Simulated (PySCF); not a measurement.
Species: C7H4FIO.
Z-matrix (Å and degrees, PBE0-D3(BJ)/def2-SVP geometry), rows numbered from 1:
```
O 
C   1  1.1841
F   2  1.3450  1  119.72
C   2  1.4824  1  128.87  3  -179.86
C   4  1.4057  2  118.39  1  -179.16
C   5  1.3874  4  121.44  2   179.93
C   6  1.3932  5  119.40  4     0.10
C   7  1.3916  6  120.27  5    -0.08
C   8  1.3972  7  120.57  6    -0.05
I   9  2.1011  4  124.69  2     0.05
H   5  1.0898  4  118.36  2    -0.01
H   6  1.0916  5  120.02  4  -179.93
H   7  1.0926  6  120.42  5   179.93
H   8  1.0911  7  119.99  6   179.97
```

The calculation used PBE0-D3(BJ)/def2-SVP geometry optimisation, gas phase, def2 core potentials past Kr in PySCF.

Take the most abundant isotopes and a rigid rotor. The values belong to one conformer with, in the numbering `[O:1]=[C:2]([F:3])[c:4]1[cH:5][cH:6][cH:7][cH:8][c:9]1[I:10]`, O1–C2–C4–C5 -179°.

Question: What are A, B and C (MHz)?

Answer: Ia = 418.96, Ib = 791.90, Ic = 1210.84 u·Å²; 505379 MHz·u·Å²/I gives A = 1206, B = 638.2, C = 417.4 MHz.

Question: What kind of rotor is it?

Answer: An asymmetric top. Ray's parameter κ = (2B − A − C)/(A − C) = -0.440; −1 is the prolate and +1 the oblate limit.

Question: What does the inertial defect say?

Answer: Planar: Δ = Ic − Ia − Ib = -0.02 u·Å². For a rigid frame Δ = −2 Σ m c², so it vanishes when all atoms lie in the ab plane; here none is more than 0.02 Å from it.

Question: Give the coordinates in the principal-axis frame, origin at the centre of mass.

Answer: The sense of each axis is arbitrary; atoms in the order of the calculation.
```json
{"atom": "O1", "mass (u)": "15.995", "a (Å)": "-0.411", "b (Å)": "2.332", "c (Å)": "-0.016"}
{"atom": "C2", "mass (u)": "12.000", "a (Å)": "-1.390", "b (Å)": "1.667", "c (Å)": "-0.004"}
{"atom": "F3", "mass (u)": "18.998", "a (Å)": "-2.598", "b (Å)": "2.258", "c (Å)": "0.015"}
{"atom": "C4", "mass (u)": "12.000", "a (Å)": "-1.511", "b (Å)": "0.189", "c (Å)": "-0.002"}
{"atom": "C5", "mass (u)": "12.000", "a (Å)": "-2.798", "b (Å)": "-0.376", "c (Å)": "-0.004"}
{"atom": "C6", "mass (u)": "12.000", "a (Å)": "-2.985", "b (Å)": "-1.751", "c (Å)": "-0.004"}
{"atom": "C7", "mass (u)": "12.000", "a (Å)": "-1.874", "b (Å)": "-2.592", "c (Å)": "0.000"}
{"atom": "C8", "mass (u)": "12.000", "a (Å)": "-0.590", "b (Å)": "-2.057", "c (Å)": "0.002"}
{"atom": "C9", "mass (u)": "12.000", "a (Å)": "-0.396", "b (Å)": "-0.673", "c (Å)": "-0.001"}
{"atom": "I10", "mass (u)": "126.904", "a (Å)": "1.607", "b (Å)": "-0.038", "c (Å)": "0.001"}
{"atom": "H11", "mass (u)": "1.008", "a (Å)": "-3.658", "b (Å)": "0.294", "c (Å)": "-0.006"}
{"atom": "H12", "mass (u)": "1.008", "a (Å)": "-3.995", "b (Å)": "-2.165", "c (Å)": "-0.006"}
{"atom": "H13", "mass (u)": "1.008", "a (Å)": "-2.002", "b (Å)": "-3.677", "c (Å)": "0.001"}
{"atom": "H14", "mass (u)": "1.008", "a (Å)": "0.277", "b (Å)": "-2.720", "c (Å)": "0.005"}
```

Question: Which types of transition are allowed, and where do some lines up to J = 5 fall?

Answer: The dipole components are |μa| = 1.70 D, |μb| = 3.61 D, |μc| = 0.00 D; the mirror of this Cs structure is the ab plane, so μc vanishes by symmetry and there are no c-type lines. Intensities carry the squares of the components, which stand as 0.22 : 1.00 (a : b). Some lines, for components of 0.1 D or more:

| type | branch | J(Ka,Kc) | MHz | lower level (cm⁻¹) |
| --- | --- | --- | --- | --- |
| a | R | 1(0,1) ← 0(0,0) | 1056 | 0.000 |
| a | Q | 5(2,3) ← 5(2,4) | 1299 | 0.613 |
| b | Q | 3(2,1) ← 3(1,2) | 1658 | 0.255 |
| b | Q | 5(2,3) ← 5(1,4) | 2005 | 0.590 |
| a | R | 2(0,2) ← 1(0,1) | 2058 | 0.035 |
| a | Q | 4(1,3) ← 4(1,4) | 2153 | 0.334 |
| b | Q | 2(2,1) ← 2(1,2) | 2367 | 0.117 |
| a | R | 3(1,3) ← 2(1,2) | 2806 | 0.117 |
| b | Q | 4(3,1) ← 4(2,2) | 2949 | 0.463 |
| a | R | 3(1,2) ← 2(1,1) | 3460 | 0.139 |
| b | Q | 5(3,3) ← 5(2,4) | 3779 | 0.613 |
| b | Q | 5(2,4) ← 5(1,5) | 3812 | 0.486 |
| a | R | 4(0,4) ← 3(0,3) | 3813 | 0.203 |
| a | R | 4(2,3) ← 3(2,2) | 4181 | 0.302 |
| a | R | 4(3,1) ← 3(3,0) | 4355 | 0.416 |
| b | Q | 5(4,1) ← 5(3,2) | 4483 | 0.746 |
| b | R | 5(0,5) ← 4(1,4) | 4511 | 0.334 |
| a | R | 5(1,5) ← 4(1,4) | 4562 | 0.334 |
| b | Q | 4(4,1) ← 4(3,2) | 4676 | 0.560 |
| b | Q | 5(4,2) ← 5(3,3) | 4679 | 0.739 |
| a | R | 5(4,2) ← 4(4,1) | 5395 | 0.716 |
| a | R | 5(4,1) ← 4(4,0) | 5403 | 0.716 |
| a | R | 5(1,4) ← 4(1,3) | 5516 | 0.406 |
| a | R | 5(3,2) ← 4(3,1) | 5541 | 0.561 |
| b | R | 4(3,2) ← 3(2,1) | 7483 | 0.310 |
| b | R | 4(3,1) ← 3(2,2) | 7785 | 0.302 |
| b | R | 4(4,1) ← 3(3,0) | 8975 | 0.416 |
| b | R | 5(2,3) ← 4(1,4) | 9673 | 0.334 |

Question: Estimate the classical rotational partition function at 50 K, 200 K and 500 K.

Answer: Point group Cs, symmetry number σ = 1; q = (√π/σ)·√((kT/h)³/(ABC)), k/h = 20836.6 MHz/K: 105000 at 50 K, 841000 at 200 K, 3330000 at 500 K.

Not checked by PBE0-D3(BJ)/def2-SVP frequencies. Constants of a rigid frame at the computed geometry: no zero-point averaging, no centrifugal distortion. Quadrupole hyperfine structure (127I) is left out.

The run took 3.3 min of wall time on Arm Neoverse V1, one thread, shared host with 32 logical CPUs at a one-minute load of 9.8, and the process peaked at 0.73 GiB of memory. This is the geometry optimisation.
